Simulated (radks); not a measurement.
Problem. Charge is removed step by step from the 3p3/2 level of the strontium ion Sr3+, starting from [Ne] 3s2 3p(1/2: 2, 3/2: 4) 3d10 4s2 4p5. Method: Dirac Kohn-Sham, LDA (Slater exchange, Perdew-Wang correlation), spin-unpolarised, spherical densities, finite nucleus; open shells fill j = l - 1/2 first; Fermi nuclear charge, rms radius 4.224 fm; computed with a radial shooting solver on a logarithmic mesh with Libxc functionals. At the starting occupation the eigenvalue is -282.55 eV. Estimate the energy to remove one whole electron from this level, the eigenvalue at the end, and how far E(n) bends from a straight line.

Solution. Delta-SCF 299.01 eV; final eigenvalue -315.76 eV; the deviation from the straight line is -4.152 eV at 0.5 electron removed, the largest on the grid computed. Slater's transition state (half an electron removed) gives 298.94 eV. Integrating minus the eigenvalue over the occupation (Janak's theorem) gives 299.01 eV. The mean slope of the eigenvalue, de/dn, is 33.2 eV per electron.
